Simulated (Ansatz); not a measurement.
```xyz
11

C     1.3545   -0.4062   -0.6229
B    -0.1740   -0.6486   -0.2852
P    -0.9491    0.8767    0.7450
Cl   -1.2937   -0.6705   -1.7577
Cl   -0.4918   -2.0469    0.8838
H     1.9724   -0.3149    0.2747
H     1.7242   -1.2693   -1.1846
H     1.5103    0.4778   -1.2476
H    -0.3911    1.1693    2.0041
H    -2.3032    0.6877    1.0571
H    -0.9586    2.1448    0.1332
```

Charge 0, multiplicity 1.

Question: List the PBE/def2-TZVPP orbital energies in eV (Ansatz 0.2.0). (An estimate is asked.)

Answer: The calculation gave: Occupied: -2738.24, -2738.24, -2078.00, -268.20, -248.82, -248.82, -189.51, -189.51, -189.35, -189.35, -189.33, -189.33, -178.42, -173.37, -124.82, -124.82, -124.73, -20.46, -19.48, -17.82, -16.95, -12.21, -11.37, -11.35, -10.30, -10.09, -8.96, -8.71, -8.68, -7.21, -7.11, -6.69, -6.52. Lowest empty: -1.15, -0.95, -0.62, -0.39, 1.23, 1.25, 1.54, 1.94.
